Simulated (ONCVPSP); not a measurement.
**Before and after: ONCV potential for Br**

bromine (Br), optimised norm-conserving Vanderbilt (ONCV), made with ONCVPSP 4.0.1 (LDA (Perdew-Zunger), fully relativistic). Core [Ne], reference 3s2 3p6 3d10 4s2 4p5. Waves: 3s+4s: rc 0.95 bohr, ncon 4, nbas 7, qcut 11.1 1/bohr, 2 projectors; 3p+4p: rc 0.80 bohr, ncon 3, nbas 6, qcut 20.4 1/bohr, 2 projectors; 3d: rc 0.60 bohr, ncon 4, nbas 8, qcut 24.3 1/bohr, 2 projectors, debl 3.3 Ha. Local part: polynomial inside 0.45 bohr (lpopt 5, dvloc0 1 Ha). Core correction: polynomial model core, fcfact 0.45.

Open shells are filled in proportion to 2j + 1.

Change: p: qcut 29.6.

Cutoffs: the cutoffs (Ha) at which the residual kinetic energy of the hardest occupied pseudo-wave falls to 1 and 0.1 mHa per electron; they do not see the model core or the augmentation charge, which bear on the density cutoff. Errors are all-electron minus pseudo energies relative to the spin-unpolarised reference configuration.

Q: Predict the effect on cutoff, ghosts and configuration errors.

A: The potential gets neither clearly harder nor softer (250 Ha and 278 Ha → 250 Ha and 278 Ha); the d channel sets the loose cutoff, while the largest relative change is in p, which becomes harder; the errors of the 4 common tests hardly move; neither file shows a bound ghost.

```tsv
quantity	base	changed
cutoff, loose	250 Ha	250 Ha
cutoff, tight	278 Ha	278 Ha
loose cutoff by channel	s 52 Ha, p 75 Ha, d 250 Ha	s 52 Ha, p 110 Ha, d 250 Ha
bound ghosts	none	none
GHOST(+) flags under 300 eV	none	none
error for 3s2 3p6 3d10 4s2 4p4, meV [ΔE 12.71 eV]	+2.0	+2.1
error for 3s2 3p6 3d10 4s2 4p3, meV [ΔE 35.66 eV]	+5.2	+5.2
error for 3s2 3p6 3d10 4s2 4p2, meV [ΔE 69.89 eV]	+9.9	+10.0
error for 3s2 3p5 3d10 4s2 4p5, meV [ΔE 185.28 eV]	+44	+48
s: phases at 0.97 bohr within 0.05 rad from the reference energy up to (Ha; the scan ends near 5)	to the end of the scan	to the end of the scan
p3/2: phases at 0.81 bohr within 0.05 rad from the reference energy up to (Ha; the scan ends near 5)	to the end of the scan	to the end of the scan
p1/2: phases at 0.81 bohr within 0.05 rad from the reference energy up to (Ha; the scan ends near 5)	to the end of the scan	to the end of the scan
d5/2: phases at 0.61 bohr within 0.05 rad from the reference energy up to (Ha; the scan ends near 5)	to the end of the scan	to the end of the scan
d3/2: phases at 0.61 bohr within 0.05 rad from the reference energy up to (Ha; the scan ends near 5)	to the end of the scan	to the end of the scan
rms error of d²Exc/dni dnj with the model core, mHa	6.24	6.25
```
